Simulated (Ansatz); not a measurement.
Energy difference R1 → P1, each structure at its B3LYP-D3(BJ)/def2-TZVP stationary point, reached from a drawn start; harmonic modes at that level show minima.
R1, H2O3S (SMILES O=S(O)O) (charge 0, multiplicity 1):
```xyz
6

O      1.146    -0.348     0.752
S     -0.263     0.468     0.653
O     -0.079     1.446    -0.411
O     -1.239    -0.683     0.032
H      1.628    -0.244    -0.087
H     -1.194    -0.640    -0.939
```
P1, H2O3S (SMILES O=[SH](=O)O) (charge 0, multiplicity 1, Z-matrix in Å and degrees):
```
S
O 1 1.4218
O 1 1.4304 2 123.27
O 1 1.5990 2 107.38 3 -126.85
H 4 0.9699 1 109.02 2 146.37
H 1 1.3506 2 107.85 4 -105.87
```

P less R. No zero-point or thermal terms. One arrangement of each flexible species, with no search for the lowest.

Cores are frozen in the correlated methods.

Codes used: Ansatz (Gaussian basis) for Hartree–Fock, density functionals and correlated methods. Each number belongs to the level named beside it.

Total energies in hartree:

```tsv
structure	PBE/def2-TZVPPD	B3LYP/def2-TZVPPD	CCSD(T)/aug-cc-pV(T+d)Z
R1	-624.786925	-625.190568	-624.344865
P1	-624.773619	-625.176184	-624.333055
```

Question: Work out the reaction energy at each level in kcal/mol (1 hartree = 627.50947 kcal/mol), and say how far PBE/def2-TZVPPD lies from CCSD(T)/aug-cc-pV(T+d)Z.

Answer: 
- PBE/def2-TZVPPD: (-624.773619) − (-624.786925) = 0.013306 hartree = 8.35 kcal/mol
- B3LYP/def2-TZVPPD: (-625.176184) − (-625.190568) = 0.014384 hartree = 9.03 kcal/mol
- CCSD(T)/aug-cc-pV(T+d)Z: (-624.333055) − (-624.344865) = 0.011810 hartree = 7.41 kcal/mol
PBE/def2-TZVPPD less CCSD(T)/aug-cc-pV(T+d)Z: 0.94 kcal/mol. CCSD(T)/aug-cc-pV(T+d)Z is the level counted from, the highest shown, and no exact or measured value.

Ansatz is a quantum-chemistry and plane-wave program.
